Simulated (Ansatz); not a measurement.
A run for Ansatz (a first-principles code): R-B2PLYP/def2-TZVPPD on HCl (SMILES Cl) with ghost functions. Files ending in .json are basis or fitting sets from the Basis Set Exchange.

Ansatz 0.2 input:
```yaml
crystal:
  periodic: [false, false, false]
  atoms:
    - {symbol: Cl, position_ang: [0.27389745, -0.68935308, -0.39335070]}
    - {symbol: H, position_ang: [0.13762359, -0.22667304, 0.81354992]}
basis:
  gaussian:
    orbitals: def2-TZVPPD.json
    ghost_atoms:
      - {symbol: Se, position_ang: [-0.03299106, 0.55159349, 3.19731004]}
      - {symbol: H, position_ang: [1.40280027, 0.29637002, 3.38945724]}
      - {symbol: H, position_ang: [-0.36905347, -0.81326807, 3.63065014]}
hamiltonian:
  xc: {name: B2PLYP}
magnetization: {spin_polarized: false}
correlation: {electrons: outside_noble_gas}
scf: {lower_state_search: off}
```

Program output:

```
WARN ansatz: RAYON_NUM_THREADS=1 ignored (pool sized by the plan → 1); use --threads N
Functional definition: B2PLYP
these checks for a lower state are left out or cut short: stability, starts, cluster_reference, orbital_swaps, neighbouring_geometries, increment
integrals: 0.16 GiB planned
880 factors; integrals over basis functions are off by at most 1.0e-3 eV
mean field: 0.49 GiB planned
mean field evaluation 1: about -12533.9047 eV, gradient 9.3e0 eV
mean field evaluation 2: about -12533.9049 eV, gradient 9.2e0 eV
mean field evaluation 4: about -12534.1585 eV, gradient 6.2e-1 eV
mean field evaluation 8: about -12534.1596 eV, gradient 1.1e-2 eV
mean field -12534.15964009 eV, -460.6218708148 hartree, gradient 1.2e-6 eV, S^2 0.000000; 0 other end points of the search recorded, 0 dependent functions left out
5 core orbitals not correlated
reference -12534.15976514 eV, -460.6218754103 hartree; 4, 4 occupied and 150, 150 virtual orbitals, 880 factors
second order -6.76947434 eV of doubles, -0.00000000 eV of singles
Total energy: -12535.98752321 eV, -460.6890442806 hartree
Checks for a lower state left out: stability, starts, cluster_reference, orbital_swaps, neighbouring_geometries, increment
```

Self-consistency was reached.

Cost: around 1.0 core-seconds (rough).
